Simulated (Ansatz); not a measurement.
Calculated with Ansatz (gas phase, PBE0-D4/def2-TZVP geometries, no zero-point term in ΔE). CBS: MP2 limit from def2 TZ/QZ plus the TZ coupled-cluster correction, frozen cores. DFT in def2-TZVPP. B3LYP here is the variant with VWN-RPA as its local correlation; programs differ in this. HSE06 is defined as in plane-wave codes. For Ge outer-core shells are correlated without core-valence functions, which leaves a few kJ/mol of doubt a bond. Scalar relativity is left out up to krypton.

`[Cl][GeH]([Cl])[GeH3]` + `C#[C][GeH2][F]` → `[F][GeH]([Cl])[GeH3]` + `C#[C][GeH2][Cl]`  (redistribution)

| level | ΔE (kJ/mol) | difference from CCSD(T)/CBS |
| --- | --- | --- |
| LDA (SPW92) | -1.0 | -2.3 |
| PBE-D4 | 0.1 | -1.2 |
| revPBE-D4 | 0.5 | -0.8 |
| BLYP-D4 | 0.9 | -0.4 |
| r2SCAN-D4 | -0.2 | -1.5 |
| PBE0-D4 | 0.6 | -0.7 |
| B3LYP-D4 | 1.1 | -0.2 |
| r2SCANh-D4 | 0.1 | -1.2 |
| r2SCAN0-D4 | 0.4 | -0.9 |
| HSE06-D4 | 0.7 | -0.6 |
| BHLYP-D4 | 1.8 | 0.5 |
| CAM-B3LYP-D4 | 0.0 | -1.3 |
| ωB97X-V | -0.2 | -1.5 |
| ωB97M-V | 0.3 | -1.0 |
| B2PLYP | 0.3 | -1.0 |
| PBE-QIDH | 0.8 | -0.5 |
| revPBE | -1.1 | -2.4 |
| BLYP | -1.1 | -2.4 |
| PBE0 | -0.4 | -1.7 |
| B3LYP | -0.6 | -1.9 |
| r2SCANh | -0.2 | -1.5 |
| r2SCAN0 | 0.1 | -1.2 |
| HSE06 | -0.3 | -1.6 |
| BHLYP | -0.1 | -1.4 |
| CAM-B3LYP | -1.0 | -2.3 |
| LC-ωPBE | -1.4 | -2.7 |
| RPA@PBE/def2-TZVPP | 1.2 | -0.1 |
| HF/def2-SVP | 0.7 | -0.6 |
| MP2/def2-SVP | 1.5 | 0.2 |
| CCSD/def2-SVP | 0.9 | -0.4 |
| CCSD(T)/def2-SVP | 0.9 | -0.4 |
| HF/def2-TZVPP | 0.4 | -0.9 |
| SCS-MP2/def2-TZVPP | 1.7 | 0.4 |
| CCSD/def2-TZVPP | 0.8 | -0.5 |
| CCSD(T)/def2-TZVPP | 1.0 | -0.3 |
| HF/def2-QZVPP | 0.2 | -1.1 |
| MP2/def2-QZVPP | 2.3 | 1.0 |
| HF/CBS(def2) | 0.2 | -1.1 |
| MP2/CBS(def2) | 2.5 | 1.2 |
| CCSD/CBS(def2) | 1.2 | -0.1 |
| CCSD(T)/CBS | 1.3 | 0 |

Largest T1 diagnostic among the species: 0.013.

Leaving LDA and LC-ωPBE aside and taking each functional with its dispersion term where it has one, the values spread over 2.0 kJ/mol, from ωB97X-V to BHLYP-D4.
